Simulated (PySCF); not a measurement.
## Unknown compound

Molecular formula: CH8Cl2O2Si3. Simulated spectra:

1H NMR (300 MHz, computed): δ 5.70 (t, 1H), 5.24 (s, 3H), 4.97 (s, 2H), 4.90 (d, 2H).

13C{1H} NMR (computed): δ 71.9 (CH).

Method: GFN2-xTB geometry, σ from GIAO-PBE0/pcSseg-1, in PySCF (no solvent model, one averaged value for each set of equivalent atoms, non-relativistic Hamiltonian, single conformer).

Referencing at the same level of theory: 1H (σ = 31.72 ppm), 13C (σ = 186.93 ppm) against TMS.

Propose a structure and justify it.

## Answers


- Rings plus π bonds: 0.
- Carbon types of the structure: 1 × CH, leaving 7 H on heteroatoms.
- δC 71.9: sp3 CH bonded to 2 Cl and Si; 2 electronegative neighbours deshield it.
- δH 5.70: hydrogen on an sp3 CH bonded to 2 Cl and Si; its carbon carries Cl, which withdraws density.
- δH 5.24: hydrogen on a silicon bonded to O.
- δH 4.97: hydrogen on a silicon bonded to 2 O.
- δH 4.90: hydrogen on a silicon bonded to C, O.

These data were computed for SMILES [SiH3]O[SiH2]O[SiH2]C(Cl)Cl.

The data come from this structure; uniqueness wasn't tested.

Carbons that carry Cl, above all several Cl atoms, come out too deshielded, partly because spin–orbit coupling is missing. Shifts are as computed. Against solution values, carbons near 30 ppm lie about +3 ppm off and those near 130 ppm about +5 ppm; carbons on Cl a further +6 ppm. Of 1309 compounds with measured shifts, 239 miss one by over three times the rms of a fit or turn the order of signals round; such compounds aren't used in these exercises. No couplings were computed; multiplicities are counted from neighbouring protons, with m where these are inequivalent, close in shift, in a saturated or five-membered ring or joined by F or P, and br s for small geminal =CH2 splittings.
